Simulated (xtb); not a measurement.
Cl3OTa, singlet, geometry from GFN2-xTB (such geometries of metal compounds can be far from the true shape). Base run: GFN2-xTB in xtb.

Geometry (Å):
```xyz
5

Ta     0.1567     0.0885    -0.1500
O      1.2887     0.7281    -1.2343
Cl     1.0869    -0.9159     1.5903
Cl    -1.1707    -1.4272    -1.0686
Cl    -1.1954     1.6204     0.7034
```
All else is at xtb's defaults.
Base energy -19.86560 Eh.

The base run was repeated with changes; each row names its change, and settings that it needs were set with it.

| change | ΔE vs base (kcal/mol) | HOMO-LUMO gap (eV) | dipole (D) | SCF cycles |
|---|---|---|---|---|
| base | 0.000 | 3.74 | 3.91 | 12 |
| etemp = 10000 | ? | ? | ? | 14 |
| acc = 0.0001 | 0.000 | 3.74 | 3.91 | 19 |
| etemp = 5000 | -1.39 | 3.79 | 3.81 | 12 |
| etemp = 1000 | 0.000 | 3.74 | 3.91 | 12 |

**Question.** What belongs in the gaps?

**Answer.** 
- etemp = 10000, ΔE vs base (kcal/mol): -29.65
- etemp = 10000, HOMO-LUMO gap (eV): 4.07
- etemp = 10000, dipole (D): 3.40
